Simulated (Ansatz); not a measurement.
C2H9ClGeSi (`C[CH2][GeH]([SiH3])[Cl]`), relaxed with RKS PBE0-D4/def2-TZVP in Ansatz 0.2.0 from a PBE-D4/def2-SVP geometry. The force threshold is 0.005 eV/Å; the program also tests the step.

Total charge 0; spin multiplicity 1.

Start:

```xyz
14

C    -0.833   -1.309   -1.132
C    -1.085    0.190   -0.961
Ge    0.415    1.143   -0.105
Si    1.063    0.280    2.036
Cl    2.179    0.778   -1.383
H    -1.676   -1.806   -1.655
H    -0.704   -1.820   -0.155
H     0.087   -1.492   -1.723
H    -1.987    0.390   -0.342
H    -1.253    0.687   -1.940
H     0.191    2.683   -0.110
H    -0.063    0.429    3.027
H     2.265    1.026    2.542
H     1.401   -1.178    1.900
```

(1) How much energy does the relaxation release, and in how many steps? (An estimate is asked.)

(2) Which bonds change most? (An estimate is asked.)

(3) Give the relaxed structure. (Best estimate.)

## Answers

(1) The calculation gave: 0.05 eV, in 8 steps.

(2) The calculation gave: Ge3–Cl5 from 2.208 to 2.180 Å; Si4–H12 from 1.507 to 1.488 Å; Si4–H13 from 1.503 to 1.485 Å; Si4–H14 from 1.504 to 1.485 Å.

(3) The calculation gave: 
```xyz
14

C    -0.833   -1.304   -1.109
C    -1.067    0.191   -0.966
Ge    0.418    1.131   -0.106
Si    1.062    0.265    2.021
Cl    2.154    0.835   -1.391
H    -1.670   -1.786   -1.621
H    -0.719   -1.790   -0.137
H     0.071   -1.509   -1.686
H    -1.963    0.400   -0.373
H    -1.215    0.664   -1.941
H     0.182    2.655   -0.089
H    -0.062    0.413    2.985
H     2.243    1.011    2.525
H     1.400   -1.175    1.886
```
